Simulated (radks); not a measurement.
Values are calculated unless marked as measured or tabulated.
Task: Successive ionisation energies (eV) of one element, from differences of total energies of ions in their ground configurations, starting at charge 44: 3524.6, 3642.3, 3734.6, 3825.6, 4013.4, 4110.1, 9690.6, 9937.9, 10181.1, 10512.4, 10768.2, 11019.5, 11368.5, 11607.2, 47954, 48970. Code: a radial shooting solver on a logarithmic mesh with Libxc functionals. Model: non-relativistic Kohn-Sham, PBE, spin-polarised, spherical densities, point nucleus; open shells are filled with parallel spins first (spin-orbit coupling, left out, can overturn this in heavy ions); relativity is left out, which matters for an element this heavy. Which element is it?

Result: Neodymium (Z = 60). The first species listed is Nd44+ in [Ne] 3s2 3p4, the last Nd59+ in 1s1.
